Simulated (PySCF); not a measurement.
**Multinuclear NMR of C3H9NO2Si**

Numbering as in the mapped SMILES `[CH3:1][O:2][SiH2:3][NH:4][C:5]([CH3:6])=[O:7]` (H(Xn): hydrogen on atom n).

Theory: GFN2-xTB structure, shielding tensors at PBE0/pcSseg-1 (GIAO), in PySCF 2.14 (no solvent, a single conformation, equivalent nuclei averaged, no relativistic terms).

(1) What are the ²⁹Si shifts?

(2) What are the ¹⁵N shifts?

(3) Predict the ¹⁷O NMR data.

Results:

(1) 
```json
{"atoms": "Si3", "environment": "silicon bonded to N, O, 2 H", "σ (ppm)": "379.1", "δ (ppm)": "-31.7"}
```

Shieldings were converted by a linear fit to measured shifts: ²⁹Si (scatter 8.9 ppm rms, 25.8 ppm with the 6 outliers that the fit left out vs TMS, solution or neat liquid). A few per cent of atoms miss by over 2 rms, more outside the fitted compound classes.

On a 300 MHz spectrometer ²⁹Si resonates near 59.6 MHz, so 1 ppm is 59.6 Hz.

(2) 
```
atoms          environment  σ (ppm)  δ (ppm)
   N4  amide-type nitrogen    140.8   -277.8
```

Shieldings were converted by a linear fit to measured shifts: ¹⁵N (scatter 6.3 ppm rms vs CH3NO2, solution or neat liquid). A few per cent of atoms miss by over 2 rms, more outside the fitted compound classes.

On a 300 MHz spectrometer ¹⁵N resonates near 30.4 MHz, so 1 ppm is 30.4 Hz.

(3) 
| atoms | environment | σ (ppm) | δ (ppm) |
| --- | --- | --- | --- |
| O7 | amide-type carbonyl oxygen | -110.5 | 367.3 |
| O2 | oxygen bonded to C, Si | 337.2 | -40.4 |

Shieldings were converted by a linear fit to measured shifts: ¹⁷O: δ = 266.70 − 0.911σ (rms 10.7 ppm, 155 shifts, 12.2 ppm with the 3 outliers that the fit left out vs liquid water, solution or neat liquid). A few per cent of atoms miss by over 2 rms, more outside the fitted compound classes.

On a 500 MHz spectrometer ¹⁷O resonates near 67.8 MHz, so 1 ppm is 67.8 Hz.

Hydrogen bonding in solution shields acid and N–H amide carbonyl oxygens by tens of ppm.
